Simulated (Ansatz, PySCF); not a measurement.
Gas-phase reaction (SMILES): C=CB(O)O [ethenylboronic acid] + [H][H] (H2) -> OBO [boronic acid] + C=C (C2H4) [ethene]; hydrogen cleaves one B-C bond, a model of a ligand-exchange step.

Structures are relaxed separately at B3LYP-D3(BJ)/def2-TZVP in Ansatz (a first-principles code), one conformer each, not searched for the lowest. Cores are frozen in the correlated levels unless marked. Spin-orbit coupling is left out. No relativistic terms. Basis-set limits of correlation are two-point, X^-3; Hartree-Fock from the larger set. Thermal terms are rigid-rotor harmonic-oscillator values from B3LYP-D3(BJ) frequencies (Ansatz or PySCF) at 298.15 K and 1 atm. 1 Eh = 627.5095 kcal/mol.

| species | E, CCSD(T)/CBS(cc-pVTZ,cc-pVQZ) (Ansatz) (Eh) | E, PBE/def2-TZVPD (Ansatz) (Eh) | H - E (Eh) |
|---|---|---|---|
| C=CB(O)O | -254.34143 | -254.40985 | 0.08326 |
| [H][H] (H2) | -1.17450 | -1.16589 | 0.01336 |
| OBO | -177.04392 | -177.07833 | 0.04694 |
| C=C (C2H4) | -78.47456 | -78.50050 | 0.05494 |

Work out ΔE and ΔH at 298.15 K at the first level, then ΔH at the second.


1. ΔE = [(-177.04392) + (-78.47456)] - [(-254.34143) + (-1.17450)] = -0.00255 Eh = -1.6 kcal/mol at CCSD(T)/CBS(cc-pVTZ,cc-pVQZ).
2. The terms H - E add up to 0.00526 Eh, so ΔH = (-0.00255 + (0.00526))×627.5095 = 1.7 kcal/mol.
3. At PBE/def2-TZVPD the same steps give ΔE = -1.9 and ΔH = 1.4 kcal/mol, a shift of -0.3 from the first level.
4. These values are not checked against measurement here, since the tables used lack a sound gas-phase enthalpy of formation for at least one species.
